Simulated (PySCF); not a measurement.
1-chloro-2-methylprop-1-ene (C4H7Cl), SMILES C(Cl)=C(C)C. Atoms are numbered in the order given.

```xyz
12

C      0.7501     2.1639     0.0000
C      0.0272     0.8502     0.0000
C     -1.4664     0.9056     0.0000
C      0.7328    -0.2876     0.0000
Cl     0.0413    -1.8744     0.0000
H      1.8420     2.0385     0.0000
H      0.4722     2.7612     0.8848
H      0.4722     2.7612    -0.8848
H     -1.9137    -0.0961     0.0000
H     -1.8312     1.4541    -0.8845
H     -1.8312     1.4541     0.8845
H      1.8249    -0.3014     0.0000
```
Charge 0, spin multiplicity 1.

Geometry: PBE0-D3(BJ)/def2-SVP.

These are PBE0-D3(BJ)/def2-SVP in PySCF values and carry that method's errors.

Frequencies are harmonic and unscaled.

```json
[
 {"mode": "1", "ν (cm⁻¹)": "126", "IR (km/mol)": "0.4", "moving atoms (share of kinetic energy)": "H 98 %"},
 {"mode": "2", "ν (cm⁻¹)": "180", "IR (km/mol)": "0.6", "moving atoms (share of kinetic energy)": "H 75 %, C 20 %"},
 {"mode": "3", "ν (cm⁻¹)": "239", "IR (km/mol)": "0.7", "moving atoms (share of kinetic energy)": "C 53 %, Cl 28 %, H 19 %"},
 {"mode": "4", "ν (cm⁻¹)": "261", "IR (km/mol)": "0.0", "moving atoms (share of kinetic energy)": "C 48 %, H 45 %"},
 {"mode": "5", "ν (cm⁻¹)": "357", "IR (km/mol)": "1.9", "moving atoms (share of kinetic energy)": "C 50 %, H 35 %, Cl 15 %"},
 {"mode": "6", "ν (cm⁻¹)": "453", "IR (km/mol)": "7.2", "moving atoms (share of kinetic energy)": "C 58 %, H 42 %"},
 {"mode": "7", "ν (cm⁻¹)": "483", "IR (km/mol)": "2.0", "moving atoms (share of kinetic energy)": "C 56 %, Cl 24 %, H 21 %"},
 {"mode": "8", "ν (cm⁻¹)": "805", "IR (km/mol)": "22.2", "moving atoms (share of kinetic energy)": "C 77 %, H 15 %, Cl 8 %"},
 {"mode": "9", "ν (cm⁻¹)": "813", "IR (km/mol)": "21.1", "moving atoms (share of kinetic energy)": "H 75 %, C 25 %"},
 {"mode": "10", "ν (cm⁻¹)": "897", "IR (km/mol)": "27.4", "moving atoms (share of kinetic energy)": "C 67 %, H 26 %"},
 {"mode": "11", "ν (cm⁻¹)": "962", "IR (km/mol)": "0.1", "moving atoms (share of kinetic energy)": "H 71 %, C 29 %"},
 {"mode": "12", "ν (cm⁻¹)": "987", "IR (km/mol)": "3.9", "moving atoms (share of kinetic energy)": "H 79 %, C 21 %"},
 {"mode": "13", "ν (cm⁻¹)": "1078", "IR (km/mol)": "31.2", "moving atoms (share of kinetic energy)": "H 63 %, C 36 %"},
 {"mode": "14", "ν (cm⁻¹)": "1087", "IR (km/mol)": "1.2", "moving atoms (share of kinetic energy)": "H 56 %, C 44 %"},
 {"mode": "15", "ν (cm⁻¹)": "1216", "IR (km/mol)": "8.0", "moving atoms (share of kinetic energy)": "H 60 %, C 40 %"},
 {"mode": "16", "ν (cm⁻¹)": "1320", "IR (km/mol)": "8.7", "moving atoms (share of kinetic energy)": "H 70 %, C 30 %"},
 {"mode": "17", "ν (cm⁻¹)": "1394", "IR (km/mol)": "1.5", "moving atoms (share of kinetic energy)": "H 78 %, C 22 %"},
 {"mode": "18", "ν (cm⁻¹)": "1404", "IR (km/mol)": "8.4", "moving atoms (share of kinetic energy)": "H 51 %, C 49 %"},
 {"mode": "19", "ν (cm⁻¹)": "1441", "IR (km/mol)": "1.2", "moving atoms (share of kinetic energy)": "H 96 %"},
 {"mode": "20", "ν (cm⁻¹)": "1445", "IR (km/mol)": "6.9", "moving atoms (share of kinetic energy)": "H 96 %"},
 {"mode": "21", "ν (cm⁻¹)": "1457", "IR (km/mol)": "7.0", "moving atoms (share of kinetic energy)": "H 94 %"},
 {"mode": "22", "ν (cm⁻¹)": "1462", "IR (km/mol)": "19.5", "moving atoms (share of kinetic energy)": "H 97 %"},
 {"mode": "23", "ν (cm⁻¹)": "1741", "IR (km/mol)": "9.6", "moving atoms (share of kinetic energy)": "C 94 %"},
 {"mode": "24", "ν (cm⁻¹)": "3042", "IR (km/mol)": "19.4", "moving atoms (share of kinetic energy)": "H 97 %"},
 {"mode": "25", "ν (cm⁻¹)": "3048", "IR (km/mol)": "25.6", "moving atoms (share of kinetic energy)": "H 97 %"},
 {"mode": "26", "ν (cm⁻¹)": "3119", "IR (km/mol)": "8.0", "moving atoms (share of kinetic energy)": "H 91 %, C 9 %"},
 {"mode": "27", "ν (cm⁻¹)": "3122", "IR (km/mol)": "13.5", "moving atoms (share of kinetic energy)": "H 91 %, C 9 %"},
 {"mode": "28", "ν (cm⁻¹)": "3163", "IR (km/mol)": "12.0", "moving atoms (share of kinetic energy)": "H 91 %, C 9 %"},
 {"mode": "29", "ν (cm⁻¹)": "3186", "IR (km/mol)": "3.3", "moving atoms (share of kinetic energy)": "H 91 %, C 9 %"},
 {"mode": "30", "ν (cm⁻¹)": "3230", "IR (km/mol)": "7.2", "moving atoms (share of kinetic energy)": "H 91 %, C 9 %"}
]
```
